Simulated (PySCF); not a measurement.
Species: C6H8NS (doublet state).
SMILES with atom numbers: `[NH2:1][C:2]1[CH:3]=[CH:4][CH:5]=[C:6]([SH:7])[CH2:8]1` (hydrogens: H9, H10 on N1; H11 on C3; H12 on C4; H13 on C5; H14 on S7; H15, H16 on C8)

Geometry (GFN2-xTB, Å), atoms numbered from 1 in this order:
```
atom  x, y, z in Å
N1    -2.497   -0.196    0.310
C2    -1.153    0.087    0.194
C3    -0.662    1.355    0.302
C4     0.699    1.633    0.106
C5     1.589    0.603   -0.207
C6     1.156   -0.682   -0.330
S7     2.234   -2.022   -0.722
C8    -0.274   -1.080   -0.143
H9    -2.744   -1.142    0.556
H10   -3.065    0.515    0.742
H11   -1.337    2.164    0.545
H12    1.060    2.644    0.200
H13    2.635    0.835   -0.352
H14    3.345   -1.294   -0.803
H15   -0.347   -1.844    0.649
H16   -0.648   -1.567   -1.058
```

The hyperfine couplings belong to this conformer and change with its torsions.

Method: PySCF, UKS B3LYP, pcH-1 on C H N S, non-relativistic, mean-field spin-orbit, GIAO. Isolated species at its GFN2-xTB geometry (one conformer only). A GFN2-xTB geometry isn't a minimum of the functional, and hyperfine couplings can be far from their values at a DFT geometry. No stability test was run, so a lower SCF solution isn't excluded. ⟨S²⟩ is 0.780 where a pure state has 0.75.

**Question.** Break the g tensor into its mass correction, gauge correction and orbital-Zeeman/spin–orbit terms.

**Answer.** 
| Δg (ppm) | 1 | 2 | 3 |
| --- | --- | --- | --- |
| relativistic mass correction | -160 | -160 | -160 |
| gauge correction | 0 | 29 | 34 |
| orbital Zeeman/spin–orbit | -79 | 1055 | 2320 |
| total | -240 | 923 | 2194 |

So g = 2.00208, 2.00324, 2.00451 and g_iso = 2.00328; the tensor is rhombic: the two nearest values differ by 48 % of g3 − g1. Axes: g2 points within 5° of the C2–C8 bond.

**Question.** How much does each term add to the isotropic shift?

**Answer.** The orbital-Zeeman/spin–orbit term 1098, the mass correction -160 and the gauge correction 21 ppm, for a total of 959 ppm. The orbital-Zeeman/spin–orbit term is the largest in size. The mass correction is the same along every axis, so the anisotropy comes from the other two: their spans along these axes are 34 (gauge) and 2399 ppm (orbital Zeeman/spin–orbit).

**Question.** What are the electron Larmor frequencies g μB B/h along the three axes at 3350 mT?

**Answer.** 93.8723, 93.9269, 93.9864 GHz for g1, g2 and g3, a range of 114.1 MHz.

**Question.** In a frozen sample, at which fields do the three g values resonate at 9.5, 34, 94 and 263 GHz (hyperfine left aside), and which band first spreads them over more than twice a line width of 0.5 mT?

**Answer.** 
```
band    GHz  B(g3) mT  B(g2) mT  B(g1) mT  spread mT
   X    9.5    338.61    338.83    339.02       0.41
   Q   34.0   1211.88   1212.65   1213.35       1.47
   W   94.0   3350.48   3352.61   3354.56       4.07
   J  263.0   9374.23   9380.17   9385.62      11.39
```

The spread grows in proportion to the frequency. Q band is the first where it exceeds 1.0 mT.

Largest spin populations (Mulliken): C4 (+0.50), C6 (+0.39), C2 (+0.31) and C5 (-0.20). Three atoms exceed +0.15.

The HOMO–LUMO gaps are 4.09 eV among the α and 3.93 eV among the β orbitals.

The SMILES draws the unpaired electron on C2; the largest computed Mulliken spin population is on C4 (0.50 against 0.31).
